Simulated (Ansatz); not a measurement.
Ansatz (a program for electronic structure) input (CCSD(T)/aug-cc-pV(D+d)Z):
A basis named .json is the Basis Set Exchange file of that set.

Ansatz 0.2 input:
```yaml
crystal:
  periodic: [false, false, false]
  atoms:
    - {symbol: C, position_ang: [2.32785748, -0.25808806, 0.79369439]}
    - {symbol: C, position_ang: [0.83576286, -0.55852479, 0.92272726]}
    - {symbol: C, position_ang: [-0.01153332, 0.10349651, -0.14386888]}
    - {symbol: F, position_ang: [0.43803944, -0.29744837, -1.39620682]}
    - {symbol: F, position_ang: [0.19278780, 1.47737110, -0.09977510]}
    - {symbol: Si, position_ang: [-1.90835587, -0.21657023, -0.06452662]}
    - {symbol: H, position_ang: [2.71476661, -0.60502020, -0.16389585]}
    - {symbol: H, position_ang: [2.88111080, -0.76127548, 1.58722104]}
    - {symbol: H, position_ang: [2.51899300, 0.81174019, 0.87098862]}
    - {symbol: H, position_ang: [0.45935940, -0.22538712, 1.89335989]}
    - {symbol: H, position_ang: [0.65411501, -1.63478047, 0.86385673]}
    - {symbol: H, position_ang: [-2.55139807, 0.50819351, -1.17837777]}
    - {symbol: H, position_ang: [-2.14066245, -1.67296444, -0.18057499]}
    - {symbol: H, position_ang: [-2.40926936, 0.27087072, 1.23931566]}
basis:
  gaussian:
    orbitals: aug-cc-pV_D+d_Z.json
magnetization: {spin_polarized: false}
correlation: {method: ccsd_t, electrons: outside_noble_gas}
```

End of the output:

```
integrals: 1.30 GiB planned
2150 factors; integrals over basis functions are off by at most 6.9e-4 eV
1.30 GiB of device memory are held for the factors and their scratch space
mean field: 1.43 GiB planned
mean field evaluation 1: about -16488.5227 eV, gradient 4.0e1 eV
mean field evaluation 2: about -16488.5712 eV, gradient 4.0e1 eV
mean field evaluation 4: about -16492.9688 eV, gradient 4.5e0 eV
mean field evaluation 8: about -16493.0443 eV, gradient 2.7e-1 eV
mean field evaluation 16: about -16492.1840 eV, gradient 1.9e1 eV
mean field -16493.04465578 eV, -606.1082117127 hartree, gradient 3.9e-6 eV, S^2 0.000000; 0 other end points of the search recorded, 0 dependent functions left out
10 core orbitals not correlated
reference -16493.04465578 eV, -606.1082117127 hartree; 19, 19 occupied and 190, 190 virtual orbitals, 2150 factors
second order -26.01713336 eV of doubles, -0.00000000 eV of singles
coupled cluster: 7.16 GiB planned
cycle   1  -26.84134210 eV  change   -8.2e-1 eV  update   1.2e-1
cycle   2  -27.54261884 eV  change   -7.0e-1 eV  update   3.6e-2
cycle   3  -27.71733135 eV  change   -1.7e-1 eV  update   1.9e-2
cycle   4  -27.71179406 eV  change    5.5e-3 eV  update   4.0e-3
cycle   5  -27.70943690 eV  change    2.4e-3 eV  update   1.8e-3
cycle   6  -27.70990551 eV  change   -4.7e-4 eV  update   5.1e-4
cycle   7  -27.70980076 eV  change    1.0e-4 eV  update   2.1e-4
cycle   8  -27.70968438 eV  change    1.2e-4 eV  update   6.9e-5
cycle   9  -27.70968779 eV  change   -3.4e-6 eV  update   2.6e-5
perturbative correction -0.84092922 eV, -0.0309035789 hartree
Total energy: -16521.59527279 eV, -607.1574275357 hartree
```
